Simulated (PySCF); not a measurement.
**Two-dimensional NMR puzzle**

Compound of formula C7H9BO. Correlations simulated from computed shifts and the bond graph:

HSQC (one-bond C–H):
```
  δH     δC
8.40  160.7
8.03  153.0
7.96  153.6
7.91  151.3
6.39  115.6
3.70   54.1
```

COSY cross peaks (H two or three bonds apart, from the bond graph; peaks can be absent where the dihedral angle is near 90°):
```
  δH    δH
8.40  7.91
8.40  6.27
8.03  7.96
8.03  6.27
7.96  6.39
```

HMBC (two and three bonds, from the bond graph):
```
  δH                          δC
8.40         171.3, 153.0, 151.3
8.03         160.7, 153.6, 115.6
7.96         171.3, 153.0, 115.6
7.91         171.3, 160.7, 115.6
6.39  171.3, 153.6, 153.0, 151.3
6.27  160.7, 153.6, 153.0, 151.3
3.70                       171.3
```

Carbons without hydrogens: δ 171.3.

Method: structure optimised with PBE0-D3(BJ)/def2-SVP, σ from GIAO-PBE0/pcSseg-1, in PySCF 2.14 (averaged over atoms made equivalent by symmetry, fast rotation or ring inversion, no solvent model, non-relativistic, one conformer).

Shifts are taken against calculated references (same method and geometry level): TMS for 1H (31.27 ppm), 13C (184.41 ppm).

Exchangeable hydrogens are left out of these lists.

**Question.** Assemble the structure.

**Answer.** SMILES COC1=CC=CBC=C1.

Numbering as in the mapped SMILES `[CH3:1][O:2][C:3]1=[CH:4][CH:5]=[CH:6][BH:7][CH:8]=[CH:9]1`; H(Xn) means a hydrogen on atom n.

1. δC 171.3 is C3, an alkene carbon bearing oxygen.
2. δC 160.7 is C8, an alkene CH (δH 8.40).
3. δC 153.6 is C5, an alkene CH (δH 7.96).
4. δC 153.0 is C6, an alkene CH (δH 8.03).
5. δC 151.3 is C9, an alkene CH (δH 7.91).
6. δC 115.6 is C4, a β carbon of an enol-ether or enamine type C=C (δH 6.39).
7. δC 54.1 is C1, a methyl carbon bonded to O (δH 3.70).
8. HMBC from δH 8.40 reaches the proton-free carbon C3.
9. HMBC from δH 7.96 reaches the proton-free carbon C3.
10. HMBC from δH 7.91 reaches the proton-free carbon C3.
11. HMBC from δH 6.39 reaches the proton-free carbon C3.
12. COSY links 8.40–7.91, 8.40–6.27, 8.03–7.96, 8.03–6.27, 7.96–6.39.

This is the structure that produced the data.

Hydrogens on boron are broadened and split by 11B (spin 3/2, 80 %) and 10B (spin 3). A carbon bonded to boron is broadened by the quadrupolar boron nucleus and is often missing from a measured spectrum. Shifts are as computed. Against solution values, carbons near 30 ppm lie about +2 ppm off and those near 130 ppm about +5 ppm. Of 1309 compounds with measured shifts, 239 miss one by over three times the rms of a fit or turn the order of signals round; such compounds aren't used in these exercises.
